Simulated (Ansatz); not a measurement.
C3H5OSi, SMILES `[C]#C[SiH2]OC` radical, charge 0, multiplicity 2.

(1) Give a relaxed structure at PBE0-D4/def2-TZVP (the Gaussian-basis code of Ansatz). (An estimate is asked.)

## Answers

(1) Computed: 
```xyz
10

C    -1.2398    0.4147   -2.7376
C    -1.2068    0.0818   -1.5712
Si   -1.1294   -0.3846    0.2017
O     0.4041   -0.7317    0.6388
C     1.4710    0.1867    0.5367
H    -1.6653    0.7702    0.9666
H    -1.9262   -1.6081    0.4207
H     2.3629   -0.2842    0.9515
H     1.2648    1.1036    1.1004
H     1.6647    0.4515   -0.5076
```
This is one stationary point; other conformers may exist.
